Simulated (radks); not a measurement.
Valence configurations of Pd3+ (all share [Kr]). All-electron calculation, scalar-relativistic Kohn-Sham, SCAN, spin-polarised, spherical densities, finite nucleus; open shells are filled with parallel spins first (spin-orbit coupling, left out, can overturn this in heavy ions); meta-GGA in the generalised Kohn-Sham scheme; Fermi nuclear charge, rms radius 4.5318 fm. Program: a radial shooting solver on a logarithmic mesh with Libxc functionals. Energies are relative to 4d7; eigenvalues in eV for spin up.

| valence | E (eV) | moment (Bohr magnetons) | e(4d) | e(5p) | e(5s) |
|---|---|---|---|---|---|
| 4d7 | 0.000 | 3 | -43.129 | - | - |
| 4d6.5 5s0.5 | 4.769 | 4 | -45.604 | - | -32.185 |
| 4d6 5s1 | 9.375 | 5 | -48.030 | - | -33.910 |
| 4d6 5p1 | 17.715 | 5 | -49.105 | -26.058 | - |
| 4d5 5p2 | 36.451 | 7 | -55.005 | -28.605 | - |
| 4d4.5 5s1.5 5p1 | 39.146 | 6 | -56.111 | -28.576 | -37.514 |
| 4d4 5s2 5p1 | 50.384 | 5 | -58.175 | -29.052 | -38.171 |
| 4d3 5s2 5p2 | 80.885 | 5 | -63.259 | -31.365 | -40.997 |

NIST lists [Kr] 4d7 as the ground configuration; this level of theory agrees among the configurations tried. The energies are those of spherical high-spin densities, not of single terms. No valid solution was reached for [Kr] 4d5.5 5s1.5; [Kr] 4d5 5s2.
